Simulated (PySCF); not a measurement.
CH₄ClF₂NSi. Atoms are numbered in the order given.

```xyz
10

C     -2.3636     0.1525     0.7130
N     -0.9865     0.4601     1.0676
Si     0.3757     0.2671     0.0947
F      1.6751     0.1917     1.0403
F      0.6731     1.4743    -0.9317
Cl     0.2210    -1.4091    -1.0499
H     -2.8579    -0.4283     1.5089
H     -2.3795    -0.4640    -0.1977
H     -2.9631     1.0588     0.5190
H     -0.8626     0.9198     1.9637
```

Coordinates come from a ωB97X-D3(BJ)/def2-SVP optimisation. The structure was generated by enumeration, and PubChem lists no compound with its InChIKey, so it may never have been made. The values are those of a single conformer.

Level of theory: PySCF with PBE0/def2-TZVP.

Gas-phase values at a fixed geometry.

total energy: -1044.44570 hartree
highest occupied level: -7.79 eV
lowest empty level: 0.52 eV
orbital gap: 8.30 eV
dipole moment: 0.621 e·Å
quadrupole, principal values (traceless, Buckingham form, about the centre of nuclear charge): -5.62, -1.27, 6.89 D·Å
mean static polarisability: 51.7 bohr³ (7.67 Å³)
polarisability, principal values: 44.2, 52.8, 58.2 bohr³
